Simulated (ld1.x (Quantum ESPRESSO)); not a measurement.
chlorine (Cl): TM pseudisation with LDA (PZ), scalar-relativistic reference atom.

```
Element                 : chlorine (Cl)
Generator               : ld1.x (Quantum ESPRESSO) 7.5
Type                    : norm-conserving Troullier–Martins (Kleinman–Bylander form)
Functional              : LDA (PZ)
Relativity              : scalar-relativistic
Frozen core             : [Ne]
Valence charge          : 7
Reference configuration : 3s1 3p6
Partial waves           : 3s (bound): rc 1.35 bohr; 3p (bound): rc 1.05 bohr; 3d channel at 0.35 Ry: rc 1.35 bohr
Local potential         : the d channel
Core correction         : none
```

All-electron outer shells of the reference configuration (LDA (PZ), scalar-relativistic, ld1.x):

| shell | level (eV) | outermost node (bohr) | outermost maximum (bohr) |
| --- | --- | --- | --- |
| 2s | -253.04 | 0.12 | 0.36 |
| 2p | -192.92 | – | 0.30 |
| 3s | -21.35 | 0.56 | 1.27 |
| 3p | -9.24 | 0.53 | 1.41 |

Results:

* Cutoffs needed: 100 Ry and 200 Ry (the cutoffs (Ry, on a coarse ladder) from which the occupation-weighted sum of valence levels, in a spherical-Bessel basis at the reference potential, stays within 10 and 1 mRy of its value at 400 Ry)
* Ghost test: no extra level below or beside the all-electron valence levels (s, p, d, f tested) (spherical-Bessel basis up to 400 Ry, 20 bohr box)
* Largest excitation error: +136 meV (all-electron minus pseudo) for 3s2 3p2, out of 7 test configurations

Generation and tests took about 1.2 s on one core of a shared server CPU.
